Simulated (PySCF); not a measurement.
PySCF job for K(OH) (HKO), SMILES [OH][K], TDA-CAM-B3LYP/def2-TZVPD. Geometry: PBE-D3(BJ)/def2-TZVPD. The isomer is the one that the SMILES or the coordinates give; other isomers of the formula were not compared.

```python
import numpy as np
from pyscf import gto, scf, dft, tdscf

mol = gto.M(
    atom='''
    K     0.00000000    0.00000000   -0.75187778
    O     0.00000000    0.00000000    1.47993174
    H     0.00000000    0.00000000    2.44622390
    ''',
    basis='def2-TZVPD',
    charge=0,
    spin=0,
    symmetry=True,
    symmetry_subgroup='C2v',
    max_memory=1600,
    verbose=4,
)
mf = dft.RKS(mol, xc='cam-b3lyp').density_fit(auxbasis='def2-universal-jkfit')
mf.grids.level = 3
mf.conv_tol = 1e-9
mf.max_cycle = 100
mf.kernel()
mf.grids = dft.Grids(mol).set(level=1).build(with_non0tab=True)  # coarser grid for the response kernel
td = tdscf.TDA(mf)
td.singlet = True
td.nstates = 10
td.conv_tol = 1e-4
td.positive_eig_threshold = 1e-6
td.kernel(x0=td.get_init_guess(mf, 15))
td.analyze()
tt = tdscf.TDA(mf)
tt.singlet = False
tt.nstates = 4
tt.conv_tol = 1e-4
tt.positive_eig_threshold = 1e-6
tt.kernel(x0=tt.get_init_guess(mf, 9))
tt.analyze(verbose=3)
```

Log of the run:

```
PySCF version 2.14.0

[INPUT] verbose = 4
[INPUT] num. atoms = 3
[INPUT] num. electrons = 28
[INPUT] charge = 0
[INPUT] spin (= nelec alpha-beta = 2S) = 0
[INPUT] symmetry True subgroup C2v
[INPUT] Mole.unit = angstrom
[INPUT] Symbol           X                Y                Z      unit          X                Y                Z       unit  Magmom
[INPUT]  1 K      0.000000000000   0.000000000000  -0.751877780000 AA    0.000000000000   0.000000000000  -1.420843083346 Bohr   0.0
[INPUT]  2 O      0.000000000000   0.000000000000   1.479931740000 AA    0.000000000000   0.000000000000   2.796665671651 Bohr   0.0
[INPUT]  3 H      0.000000000000   0.000000000000   2.446223900000 AA    0.000000000000   0.000000000000   4.622693210365 Bohr   0.0

nuclear repulsion = 43.5651830619868
point group symmetry = Coov, use subgroup C2v
symmetry origin: [0.00000000e+00 0.00000000e+00 6.34413157e-17]
symmetry axis x: [1. 0. 0.]
symmetry axis y: [0. 1. 0.]
symmetry axis z: [0. 0. 1.]
num. orbitals of irrep A1 = 40
num. orbitals of irrep A2 = 7
num. orbitals of irrep B1 = 19
num. orbitals of irrep B2 = 19
number of shells = 33
number of NR pGTOs = 134
number of NR cGTOs = 85
basis = def2-TZVPD
ecp = {}


[settings echo left out]
init E= -675.539268140906
HOMO (B2) = -0.45929884545267  LUMO (A1) = -0.0765695439034317  gap/eV = 10.41459
cycle= 1 E= -675.587820920722  delta_E= -0.0486  |g|= 1.04  |ddm|= 1.17
HOMO (B1) = 0.0116362326620791  LUMO (B2) = 0.0116362326620809  gap/eV = 0.00000

WARN: B1 HOMO 0.0116362326620791 > system LUMO 0.0116362326620809


WARN: B2 LUMO 0.0116362326620809 < system HOMO 0.0116362326620791

cycle= 2 E= -671.86935264082  delta_E= 3.72  |g|= 2.98  |ddm|= 2.62
HOMO (B2) = -0.355131447232174  LUMO (A1) = -0.0416267728281716  gap/eV = 8.53090
cycle= 3 E= -675.769471470319  delta_E= -3.9  |g|= 0.336  |ddm|= 2.48
HOMO (B2) = -0.229153913207703  LUMO (A1) = -0.0299567145398143  gap/eV = 5.42043
cycle= 4 E= -675.802559310113  delta_E= -0.0331  |g|= 0.0528  |ddm|= 0.345
HOMO (B1) = -0.228721706516279  LUMO (A1) = -0.0230841925204501  gap/eV = 5.59568
cycle= 5 E= -675.803232479592  delta_E= -0.000673  |g|= 0.023  |ddm|= 0.07
HOMO (B1) = -0.234871853531344  LUMO (A1) = -0.0227456447299517  gap/eV = 5.77225
cycle= 6 E= -675.803327493889  delta_E= -9.5e-05  |g|= 0.00682  |ddm|= 0.0154
HOMO (B1) = -0.236536903666768  LUMO (A1) = -0.022645711643186  gap/eV = 5.82028
cycle= 7 E= -675.803336233086  delta_E= -8.74e-06  |g|= 0.0019  |ddm|= 0.0052
HOMO (B1) = -0.236960704342637  LUMO (A1) = -0.0226619637155139  gap/eV = 5.83137
cycle= 8 E= -675.803336941158  delta_E= -7.08e-07  |g|= 0.000444  |ddm|= 0.00139
HOMO (B1) = -0.237075396085121  LUMO (A1) = -0.0226660914441865  gap/eV = 5.83437
cycle= 9 E= -675.803336987475  delta_E= -4.63e-08  |g|= 2e-05  |ddm|= 0.000382
HOMO (B1) = -0.237071209763642  LUMO (A1) = -0.0226656529258307  gap/eV = 5.83427
cycle= 10 E= -675.803336987803  delta_E= -3.28e-10  |g|= 1.03e-05  |ddm|= 5.42e-05
HOMO (B1) = -0.237075421518442  LUMO (A1) = -0.0226659081877756  gap/eV = 5.83438
Extra cycle  E= -675.803336987816  delta_E= -1.31e-11  |g|= 1.46e-05  |ddm|= 1.38e-05
converged SCF energy = -675.803336987816
tot grids = 14888
Overwritten attributes  positive_eig_threshold  of <class 'pyscf.tdscf.rks.TDA'>


******** <class 'pyscf.tdscf.rks.TDA'> for <class 'pyscf.df.df_jk.DFSymAdaptedRKS'> ********
nstates = 10 singlet
deg_eia_thresh = 1.000e-03
wfnsym = None
conv_tol = 0.0001
eigh lindep = 1e-12
eigh level_shift = 0
eigh max_cycle = 100


Excitation energies (eV)
[3.47165135 3.47166482 4.80908184 4.80922657 4.82994662 4.85314499
 4.85315729 4.94637877 5.90129601 5.90130921]

** Singlet excitation energies and oscillator strengths **
Excited State   1:   B1      3.47165 eV    357.13 nm  f=0.0156
      14 -> 15        0.66390
      14 -> 18       -0.18862
      14 -> 19        0.11243
Excited State   2:   B2      3.47166 eV    357.13 nm  f=0.0156
      13 -> 15        0.66390
      13 -> 18       -0.18862
      13 -> 19        0.11243
Excited State   3:   A2      4.80908 eV    257.81 nm  f=0.0000
      13 -> 16        0.48209
      14 -> 17        0.48233
Excited State   4:   A1      4.80923 eV    257.80 nm  f=0.0000
      13 -> 17        0.48218
      14 -> 16       -0.48222
Excited State   5:   A2      4.82995 eV    256.70 nm  f=0.0000
      13 -> 16       -0.48191
      14 -> 17        0.48166
Excited State   6:   B1      4.85314 eV    255.47 nm  f=0.0471
      14 -> 15       -0.18073
      14 -> 18       -0.62345
      14 -> 19       -0.12961
      14 -> 25        0.23556
Excited State   7:   B2      4.85316 eV    255.47 nm  f=0.0471
      13 -> 15       -0.18073
      13 -> 18       -0.62345
      13 -> 19       -0.12961
      13 -> 25        0.23556
Excited State   8:   A1      4.94638 eV    250.66 nm  f=0.0017
      13 -> 17       -0.48727
      13 -> 20       -0.10555
      14 -> 16       -0.48723
      14 -> 21       -0.10554
Excited State   9:   B1      5.90130 eV    210.10 nm  f=0.0001
      14 -> 15       -0.15981
      14 -> 19        0.55366
      14 -> 22       -0.34580
      14 -> 25       -0.18004
Excited State  10:   B2      5.90131 eV    210.10 nm  f=0.0001
      13 -> 15        0.15981
      13 -> 19       -0.55366
      13 -> 22        0.34580
      13 -> 25        0.18004

** Transition electric dipole moments (AU) **
state          X           Y           Z        Dip. S.      Osc.
  1         0.4280      0.0000      0.0000      0.1832      0.0156
  2        -0.0000      0.4280     -0.0000      0.1832      0.0156
  3         0.0000      0.0000      0.0000      0.0000      0.0000
  4        -0.0000      0.0000      0.0000      0.0000      0.0000
  5         0.0000     -0.0000     -0.0000      0.0000      0.0000
  6         0.6293     -0.0000      0.0000      0.3960      0.0471
  7        -0.0000      0.6292     -0.0000      0.3960      0.0471
  8         0.0000      0.0000      0.1194      0.0143      0.0017
  9        -0.0196      0.0000      0.0000      0.0004      0.0001
 10        -0.0000      0.0196     -0.0000      0.0004      0.0001

** Transition velocity dipole moments (imaginary part, AU) **
state          X           Y           Z        Dip. S.      Osc.
  1         0.0401     -0.0000      0.0000      0.0016      0.0084
  2        -0.0000      0.0401     -0.0000      0.0016      0.0084
  3         0.0000     -0.0000     -0.0000      0.0000      0.0000
  4         0.0000      0.0000      0.0000      0.0000      0.0000
  5         0.0000     -0.0000      0.0000      0.0000      0.0000
  6         0.0917     -0.0000      0.0000      0.0084      0.0314
  7        -0.0000      0.0917     -0.0000      0.0084      0.0314
  8        -0.0000      0.0000      0.0121      0.0001      0.0005
  9        -0.0175      0.0000      0.0000      0.0003      0.0009
 10        -0.0000      0.0175     -0.0000      0.0003      0.0009

** Transition magnetic dipole moments (imaginary part, AU) **
state          X           Y           Z
  1         0.0000     -0.3244     -0.0000
  2         0.3244     -0.0000     -0.0000
  3        -0.0000      0.0000     -0.0000
  4        -0.0000     -0.0000      0.0000
  5         0.0000      0.0000      0.0000
  6         0.0000     -0.3109      0.0000
  7         0.3109      0.0000      0.0000
  8        -0.0000      0.0000      0.0000
  9         0.0000     -0.1479     -0.0000
 10        -0.1479      0.0000      0.0000


******** <class 'pyscf.tdscf.rks.TDA'> for <class 'pyscf.df.df_jk.DFSymAdaptedRKS'> ********
nstates = 4 triplet
deg_eia_thresh = 1.000e-03
wfnsym = None
conv_tol = 0.0001
eigh lindep = 1e-12
eigh level_shift = 0
eigh max_cycle = 100


Excitation energies (eV)
[3.41878724 3.41880029 4.75049757 4.75051001]

** Triplet excitation energies and oscillator strengths **
Excited State   1:   B1      3.41879 eV    362.66 nm  f=0.0000
Excited State   2:   B2      3.41880 eV    362.65 nm  f=0.0000
Excited State   3:   B1      4.75050 eV    260.99 nm  f=0.0000
Excited State   4:   B2      4.75051 eV    260.99 nm  f=0.0000
```

The calculation finished and met its thresholds.

Cost: around 11 core-seconds (rough).
